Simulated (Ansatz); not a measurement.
Consider the formal exchange of groups at the Si–Al bond: `N[SiH2][Al]([OH])[Cl]` + `OCOCO` → `N[SiH2]OCO` + `O[CH2][Al]([OH])[Cl]`.

Calculated with Ansatz (gas phase, PBE0-D4/def2-TZVP geometries, no zero-point term in ΔE). CCSD(T)/CBS adds triple-zeta CCSD(T) − MP2 to the extrapolated MP2 energy (def2 sets, frozen cores). DFT in def2-TZVPP. Each species was taken in one conformer, which may not be the lowest.

```tsv
level	ΔE (kcal/mol)
ωB97X-V	-29.1
HF/def2-TZVPP	-31.5
HF/def2-QZVPP	-32.0
CCSD/CBS(def2)	-31.5
```

Question: What does CCSD(T)/CBS give? (An estimate is asked.)

Answer: The calculation gave: -30.9 kcal/mol. The listed levels differ from it by 1.8, -0.6, -1.1, -0.6 kcal/mol.

Largest T1 diagnostic among the species: 0.012.

From PBE to PBE0 (25 % exact exchange), in def2-TZVPP and without D4, ΔE moves by −1.3 kcal/mol.
